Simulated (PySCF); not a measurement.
CH10O2Si3, SMILES C[Si@H](O)O[SiH2][SiH3].

The structure is a stationary point at B3LYP-D3(BJ)/def2-SVP. The structure was generated by enumeration; whether it is a known compound was not checked. Other conformers were not sampled.

These are SMD-B3LYP/6-31G* (PySCF) values and carry that method's errors.

Solvation free energies are E(SMD) − E(gas) at the gas-phase geometry, for 1 M in both phases. In vacuum the dipole moment is 1.67 D.

| solvent | ΔG(solv) (kcal/mol) | its non-electrostatic (CDS) part | dipole (D) |
|---|---|---|---|
| water | -1.8 | 5.1 | 2.25 |
| 2-propanol | -5.6 | 0.2 | 2.19 |
| methanol | -5.8 | 0.9 | 2.23 |
